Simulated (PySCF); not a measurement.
Two species compared at the same levels of theory.

First species: C₆H₁₃FOSi.
SMILES: `C[SiH2][C@H](CF)OC1CC1`

Second species: C₂H₁₂N₂SSi₂.
Numbering: `[CH3:1][CH2:2][Si:3]([NH2:4])([NH2:5])[S:6][SiH3:7]` (hydrogens: H8, H9, H10 on C1; H11, H12 on C2; H13, H14 on N4; H15, H16 on N5; H17, H18, H19 on Si7)

Geometry (GFN2-xTB, Å), atoms numbered from 1 in this order:
```xyz
19
C2H12N2SSi2 angstrom
C     -1.2012    1.9165    0.1260
C     -1.0861    0.5221    0.7297
Si    -0.3262   -0.7492   -0.4558
N     -0.0060   -2.2004    0.4187
N     -1.4004   -0.9646   -1.7939
S      1.6279   -0.0984   -1.1789
Si     2.7400    0.2681    0.6041
H     -1.8947    1.9171   -0.7121
H     -1.5614    2.6314    0.8642
H     -0.2338    2.2575   -0.2369
H     -0.4787    0.5717    1.6338
H     -2.0742    0.1811    1.0359
H     -0.7849   -2.6759    0.8435
H      0.6188   -2.8724    0.0032
H     -1.1242   -1.6164   -2.5128
H     -1.7766   -0.1385   -2.2319
H      2.7239   -0.9237    1.4420
H      4.0672    0.5791    0.0986
H      2.1610    1.4041    1.3151
```

Levels: PBE0/pcSseg-1 for dipole moment, HOMO energy, LUMO energy and HOMO–LUMO gap; GFN2-xTB for rotational constant A and rotational constant C. Geometries: GFN2-xTB. Each species is one conformer at its optimised geometry, gas phase, non-relativistic unless stated. Electronic properties by PySCF.

Dipoles, sizes and rotational constants follow the conformer. The torsions of the flexible species, by atom-mapped SMILES:
- `[CH3:1][SiH2:2][C@H:3]([CH2:4][F:5])[O:6][CH:7]1[CH2:8][CH2:9]1`: C1–Si2–C3–C4 -173°, Si2–C3–C4–F5 168°, Si2–C3–O6–C7 -155°, C3–O6–C7–C8 80°
- `[CH3:1][CH2:2][Si:3]([NH2:4])([NH2:5])[S:6][SiH3:7]`: C1–C2–Si3–N4 171°, C2–Si3–S6–Si7 55°, H–N4–Si3–C2 61°, H–N4–Si3–C2 -164°, H–N5–Si3–C2 180°, H–N5–Si3–C2 47°

Values for the first species:

| Property | Result |
| --- | --- |
| Dipole moment | 1.30 D |
| HOMO energy | -7.27 eV |
| LUMO energy | 0.93 eV |
| HOMO–LUMO gap | 8.20 eV |
| Rotational constant A | 1.381 GHz |
| Rotational constant C | 0.671 GHz |

Q: Estimate the same properties for the second species, and the change in each.

A: 
| property | first | second | second less first |
| --- | --- | --- | --- |
| dipole moment | 1.30 D | 1.71 D | +0.41 D |
| HOMO energy | -7.27 eV | -7.04 eV | +0.23 eV |
| LUMO energy | 0.93 eV | 0.39 eV | -0.54 eV |
| HOMO–LUMO gap | 8.20 eV | 7.43 eV | -0.77 eV |
| rotational constant A | 1.381 GHz | 1.729 GHz | +0.348 GHz |
| rotational constant C | 0.671 GHz | 0.895 GHz | +0.224 GHz |

On the first: A dipole of 1.30 D is allowed in C1, and pure rotational transitions are dipole-allowed. The dipole equals about 4.3 × 10⁻³⁰ C·m (1 D = 3.33564 × 10⁻³⁰ C·m).

On the second: In atomic units the dipole is 0.67 e·bohr (1 au = 2.5417 D). A dipole of 1.71 D is allowed in C1, and pure rotational transitions are dipole-allowed.
